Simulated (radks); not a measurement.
Q: All-electron atom: Te16+ in [Kr]. Method: Dirac Kohn-Sham, PBE, spin-unpolarised, spherical densities, finite nucleus; Fermi nuclear charge, rms radius 4.7423 fm; computed with a radial shooting solver on a logarithmic mesh with Libxc functionals.

Spin-orbit splittings of the eigenvalues, e(l+1/2) - e(l-1/2), with zeta = 2 splitting/(2l+1) and mean radii in bohr:

shell  occ.  splitting (eV)  zeta (eV)  <r> j=l-1/2  <r> j=l+1/2
2p        6           274.6      183.1       0.1008       0.1063
3p        6               ?          ?       0.3099       0.3210
3d       10           10.99      4.395       0.2910       0.2945
4p        6           12.58      8.389       0.7221       0.7410
4d        0           2.422     0.9689       0.7712       0.7767

Estimate the 3p splitting.

A: 52.01 eV (zeta = 34.67 eV).
